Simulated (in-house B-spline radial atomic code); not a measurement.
Ionising the magnesium ion Mg⁶⁺ with different functionals

Computed with a radial B-spline atomic code at the basis-set limit: four-component Dirac-Coulomb Hamiltonian, Fermi nucleus of rms radius 3.057 fm, spin-restricted, spherical fractional occupations for the functionals. The ionisation energy is the difference of two self-consistent energies, [He] 2s2 2p2 → [He] 2s2 2p1, without Breit or QED terms; ε is the level of the shell that loses the electron (mean over j). The electron is taken from both j subshells in proportion to 2j + 1, so the result is a j average, not the step between ground levels.

Hybrids are left out here: with spherical fractional occupations of an open shell their exact exchange keeps a self-interaction that integer-occupation calculations don't have.

```csv
method,rung,ΔSCF (eV),-ε(2p) (eV)
LDA VWN5,LDA,222.76,202.59
relativistic LDA,LDA,222.73,202.57
LDA PW92,LDA,222.74,202.58
LDA exchange-only,LDA,220.58,200.42
PBE,GGA,222.80,202.61
PBEsol,GGA,222.44,202.30
BLYP,GGA,223.03,202.81
RPBE,GGA,222.63,202.49
PW91,GGA,223.07,202.88
BP86,GGA,222.90,202.74
AM05,GGA,222.31,202.20
OLYP,GGA,222.72,202.71
```

Question: How do they compare with the NIST value?

Answer: NIST lists 225.02 eV ± 0.06 (semi-empirical, ground level to ground level). Errors run from -4.44 to -1.95 eV. The correlated functionals all miss on the same side by more than they spread, so the cause is common to them (Breit-QED terms, spin polarisation, the choice among j levels, multiplet and fine-structure energies, or a listed next ion that isn't the cheapest removal here) and closeness doesn't rank the functionals.
